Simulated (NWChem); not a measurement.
System: C3H6Se; SMILES [SeH]C1CC1

NWChem input:

```
start job
memory heap 200 mb stack 900 mb global 1100 mb
geometry units angstroms noautoz
  Se    -0.063380    -1.028430    -0.043175
  C      0.034692     0.808130     0.581686
  C     -0.773241     1.841774    -0.169916
  C      0.734394     1.868969    -0.233309
  H      1.370068    -1.337408     0.210381
  H      0.068899     0.900438     1.678975
  H     -1.297822     2.606479     0.424109
  H     -1.315656     1.515704    -1.071522
  H      1.212634     1.555914    -1.174357
  H      1.273678     2.656003     0.318021
end
basis spherical
  * library 6-31g*
end
dft
  xc xwpbe 1.00 cpbe96 1.0 hfexch 1.00
  cam 0.3 cam_alpha 0.0 cam_beta 1.0
  iterations 150
  vectors input atomic output neutral.movecs
end
task dft energy
charge 1
dft
  odft
  mult 2
  vectors input atomic output cation.movecs
end
task dft energy
```

Parts of the log:

```
             Northwest Computational Chemistry Package (NWChem) 7.3.0
             --------------------------------------------------------

 C1  symmetry detected

                             Geometry "geometry" -> ""
                             -------------------------

 Output coordinates in angstroms (scale by  1.889725989 to convert to a.u.)

  No.       Tag          Charge          X              Y              Z
 ---- ---------------- ---------- -------------- -------------- --------------
    1 Se                  34.0000    -0.03475792    -1.02970162    -0.04378920
    2 C                    6.0000     0.04864398     0.80718830     0.58223121
    3 C                    6.0000    -0.78685113     1.83043873    -0.15328744
    4 C                    6.0000     0.71889757     1.87885882    -0.24327564
    5 H                    1.0000     1.40713676    -1.31889914     0.18388545
    6 H                    1.0000     0.10096957     0.89845142     1.67889301
    7 H                    1.0000    -1.31148830     2.58689173     0.45116220
    8 H                    1.0000    -1.34052065     1.49804043    -1.04569457
    9 H                    1.0000     1.18474305     1.57384043    -1.19313881
   10 H                    1.0000     1.25678648     2.67261520     0.29971685

 Effective nuclear repulsion energy (a.u.)     240.1526374641

  pbe96 is a nonlocal functional; adding pw91lda local functional.

                                 NWChem DFT Module
                                 -----------------

 Summary of "ao basis" -> "ao basis" (spherical)
 ------------------------------------------------------------------------------
       Tag                 Description            Shells   Functions and Types
 ---------------- ------------------------------  ------  ---------------------
 Se                          6-31g*                 12       32   5s4p3d
 C                           6-31g*                  6       14   3s2p1d
 H                           6-31g*                  2        2   2s

            General Information
            -------------------
          SCF calculation type: DFT
          Wavefunction type:  closed shell.
          No. of atoms     :    10
          No. of electrons :    58
           Alpha electrons :    29
            Beta electrons :    29
          Charge           :     0
          Spin multiplicity:     1
          Use of symmetry is: off; symmetry adaption is: off
          Maximum number of iterations: 150
          AO basis - number of functions:    86
                     number of shells:    42
          Convergence on energy requested:  1.00D-06
          Convergence on density requested:  1.00D-05
          Convergence on gradient requested:  5.00D-04

              XC Information
              --------------
                     Hartree-Fock (Exact) Exchange  1.000
                     LC-wPBE(h)Exchange Functional  1.000
            Perdew 1991 LDA Correlation Functional  1.000 local
           PerdewBurkeErnz. Correlation Functional  1.000 non-local

           Range-Separation Parameters
           ---------------------------
           Alpha           :  0.00
           Beta            :  1.00
           Gamma           :  0.30
           Short-Range HF  :     F

             Grid Information
             ----------------
          Grid used for XC integration:  medium
          Radial quadrature: Mura-Knowles
          Angular quadrature: Lebedev.
          Tag              B.-S. Rad. Rad. Pts. Rad. Cut. Ang. Pts.
          ---              ---------- --------- --------- ---------
          Se                  1.15      112          10.0       590
          C                   0.70       49          10.0       434
          H                   0.35       45          11.0       434
          Grid pruning is: on
          Number of quadrature shells:   529
          Spatial weights used:  Erf1

      Superposition of Atomic Density Guess
      -------------------------------------

 Sum of atomic energies:       -2515.47550095

      Non-variational initial energy
      ------------------------------

 Total energy =   -2517.834884
 1-e energy   =   -3974.837843
 2-e energy   =    1216.850321
 HOMO         =      -0.261621
 LUMO         =       0.040975

   convergence    iter        energy       DeltaE   RMS-Dens  Diis-err
 ---------------- ----- ----------------- --------- --------- ---------
 d= 0,ls=0.0,diis     1  -2518.6630539655 -2.76D+03  5.75D-03  4.33D-01
 d= 0,ls=0.0,diis     2  -2518.7059900307 -4.29D-02  2.72D-03  8.31D-02
 d= 0,ls=0.0,diis     3  -2518.7114344129 -5.44D-03  1.02D-03  2.26D-02
 d= 0,ls=0.0,diis     4  -2518.7136710331 -2.24D-03  2.17D-04  2.95D-04
 d= 0,ls=0.0,diis     5  -2518.7137160474 -4.50D-05  8.53D-05  3.46D-05
  Resetting Diis
 d= 0,ls=0.0,diis     6  -2518.7137208988 -4.85D-06  2.34D-05  3.93D-06
 d= 0,ls=0.0,diis     7  -2518.7137213703 -4.71D-07  8.35D-06  8.06D-08

         Total DFT energy =    -2518.713721370274
      One electron energy =    -3978.292324471135
           Coulomb energy =     1324.617821957081
    Exchange-Corr. energy =     -105.191856320340
 Nuclear repulsion energy =      240.152637464120

 Numeric. integr. density =       57.999994930593

                       DFT Final Molecular Orbital Analysis
                       ------------------------------------

 Vector   27  Occ=2.000000D+00  E=-3.972913D-01
              MO Center= -1.0D-01,  1.2D+00, -5.4D-02, r^2= 2.7D+00
   Bfn.  Coefficient  Atom+Function         Bfn.  Coefficient  Atom+Function
  ----- ------------  ---------------      ----- ------------  ---------------
    50      0.284273   3 C  py               63     -0.273110   4 C  px
    12      0.258148   1 Se py               36     -0.231813   2 C  py
    13      0.202447   1 Se pz               49      0.201308   3 C  px
    51     -0.175181   3 C  pz               67     -0.168994   4 C  px
    54      0.162186   3 C  py               40     -0.158412   2 C  py

 Vector   28  Occ=2.000000D+00  E=-3.868510D-01
              MO Center=  6.9D-02,  4.4D-01,  7.4D-02, r^2= 3.4D+00
   Bfn.  Coefficient  Atom+Function         Bfn.  Coefficient  Atom+Function
  ----- ------------  ---------------      ----- ------------  ---------------
    35      0.348978   2 C  px               11     -0.264735   1 Se px
    64     -0.232757   4 C  py               13     -0.218682   1 Se pz
    39      0.196345   2 C  px               10     -0.194572   1 Se s
    76     -0.172399   5 H  s                12     -0.164043   1 Se py
    14      0.157105   1 Se s                50      0.157480   3 C  py

 Vector   29  Occ=2.000000D+00  E=-3.157457D-01
              MO Center=  7.7D-03, -7.9D-01, -3.4D-04, r^2= 2.4D+00
   Bfn.  Coefficient  Atom+Function         Bfn.  Coefficient  Atom+Function
  ----- ------------  ---------------      ----- ------------  ---------------
    13      0.661581   1 Se pz               17      0.332193   1 Se pz
     9     -0.282636   1 Se pz               12     -0.252202   1 Se py
    11     -0.168654   1 Se px               64     -0.127703   4 C  py
    16     -0.126449   1 Se py               78     -0.119190   6 H  s
     8      0.107183   1 Se py               66      0.094357   4 C  s

 Vector   30  Occ=0.000000D+00  E= 8.995345D-02
              MO Center= -2.2D-02, -7.0D-01, -6.4D-02, r^2= 3.7D+00
   Bfn.  Coefficient  Atom+Function         Bfn.  Coefficient  Atom+Function
  ----- ------------  ---------------      ----- ------------  ---------------
    38     -0.765045   2 C  s                16      0.757573   1 Se py
    76      0.608785   5 H  s                12      0.408428   1 Se py
    15     -0.404980   1 Se px               40      0.381707   2 C  py
    11     -0.266057   1 Se px               82      0.242759   8 H  s
    36      0.239786   2 C  py               84      0.202792   9 H  s

 Vector   31  Occ=0.000000D+00  E= 1.379230D-01
              MO Center=  4.1D-01, -7.9D-01,  2.5D-02, r^2= 3.8D+00
   Bfn.  Coefficient  Atom+Function         Bfn.  Coefficient  Atom+Function
  ----- ------------  ---------------      ----- ------------  ---------------
    76      1.197026   5 H  s                15     -0.726061   1 Se px
    14     -0.616865   1 Se s                10      0.562490   1 Se s
    38      0.516439   2 C  s                11     -0.452765   1 Se px
    16     -0.375045   1 Se py               40     -0.363400   2 C  py
    66      0.286075   4 C  s                17     -0.276036   1 Se pz

 Vector   32  Occ=0.000000D+00  E= 1.757647D-01
              MO Center=  4.8D-02,  1.8D+00,  9.2D-01, r^2= 4.4D+00
   Bfn.  Coefficient  Atom+Function         Bfn.  Coefficient  Atom+Function
  ----- ------------  ---------------      ----- ------------  ---------------
    78      1.118544   6 H  s                38     -0.978683   2 C  s
    86      0.974829  10 H  s                80      0.948551   7 H  s
    66     -0.679684   4 C  s                52     -0.598570   3 C  s
    41     -0.513913   2 C  pz               14      0.346140   1 Se s
    54     -0.335533   3 C  py               68     -0.331189   4 C  py

     Multipole analysis of the density
     ---------------------------------

     L   x y z        total         alpha         beta         nuclear
     -   - - -        -----         -----         ----         -------
     0   0 0 0     -0.000000    -29.000000    -29.000000     58.000000

     1   1 0 0      0.270273      0.135136      0.135136      0.000000
     1   0 1 0      0.546632      0.273316      0.273316      0.000000
     1   0 0 1      0.157204      0.078602      0.078602     -0.000000

[...]
```

Level: LC-wPBE (HJS exchange hole, range parameter 0.3 per bohr)/6-31G* (spherical d), vertical spin-unrestricted ions. The geometry was optimised at PBE-D3(BJ)/def2-SVP.
